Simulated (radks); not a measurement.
The numbers below are computed, except where a source is named.
Ca II, 19 electrons, occupied as [Ar] 4s1 (the NIST ground configuration). Code: a radial shooting solver on a logarithmic mesh with Libxc functionals. Model: non-relativistic Kohn-Sham, LDA (Slater exchange, Perdew-Wang correlation), spin-unpolarised, spherical densities, point nucleus.

Local quantities along the radius. ELF = 1/(1 + alpha^2) is the electron localisation function; alpha = (tau - tau_W)/tau_unif compares the Pauli kinetic energy density with that of the uniform gas; -r V(r) is the screened charge that the Kohn-Sham potential presents (atomic units); s = |grad rho|/(2 (3 pi^2)^(1/3) rho^(4/3)) is the reduced gradient.

r (bohr)	ELF	alpha	-r V(r)	s
0.003281	1.000	0.01280	19.79	0.3873
0.004307	1.000	0.01352	19.73	0.3925
0.005608	1.000	0.01450	19.64	0.3992
0.007361	1.000	0.01594	19.53	0.4084
0.009585	1.000	0.01798	19.39	0.4203
0.01258	1.000	0.02116	19.20	0.4368
0.01638	0.999	0.02602	18.96	0.4584
0.0215	0.999	0.03443	18.64	0.4887
0.028	0.998	0.04914	18.25	0.5291
0.03675	0.994	0.07922	17.74	0.5862
0.04786	0.980	0.1438	17.14	0.6604
0.06282	0.913	0.3083	16.39	0.7521
0.0818	0.664	0.7113	15.54	0.8164
0.1065	0.327	1.434	14.54	0.7331
0.1398	0.276	1.618	13.38	0.4472
0.182	0.522	0.9560	12.14	0.2960
0.2389	0.785	0.5241	10.77	0.3702
0.3111	0.853	0.4156	9.417	0.5559
0.4084	0.724	0.6178	8.058	0.8439
0.5318	0.203	1.983	6.781	0.9928
0.698	0.173	2.185	5.558	0.3585
0.9089	0.734	0.6019	4.484	0.2899
1.193	0.878	0.3724	3.494	0.5748
1.553	0.784	0.5244	2.745	0.9687
2.039	0.309	1.496	2.198	1.505
2.655	0.071	3.604	1.859	1.494
3.457	0.329	1.429	1.692	1.276
4.538	0.952	0.2256	1.566	2.128
5.909	0.999	0.03769	1.415	4.448
7.756	1.000	0.006395	1.240	11.86
10.1	1.000	0.001086	1.102	41.28

On this mesh the ELF has minima near r = 0.12, 0.61, 2.7 bohr, which separate the shells, and maxima near 0.31 (0.85), 1.2 (0.88).

Self-consistent cycle (total energy in hartree, residual of the potential): 1: -675.295617, 2e+00; 2: -675.435599, 9e-01; 3: -675.498015, 1e-01; 4: -675.498851, 2e-02; 5: -675.498902, 6e-03; 6: -675.498906, 4e-04; 7: -675.498906, 7e-05; 8: -675.498906, 8e-06; 9: -675.498906, 3e-06; 10: -675.498906, 2e-06; 11: -675.498906, 6e-07; 12: -675.498906, 5e-10.
